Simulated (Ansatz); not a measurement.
Harmonic frequencies (cm⁻¹) at PBE0-D4/def2-TZVP from Ansatz: 118, 220, 422, 424, 617, 653, 821, 859, 988, 1161, 1349, 1936, 1969, 2606, 3860.

Each molecule was computed in one conformer, which needn't be the lowest.

(1) Which molecule is it?
A. `[Cl][Al]1[CH2][SiH2]1`
B. `CC(=N)N`
C. `O[BH][SbH2]`
D. `[NH2][SbH][NH2]`

## Answers

(1) C.
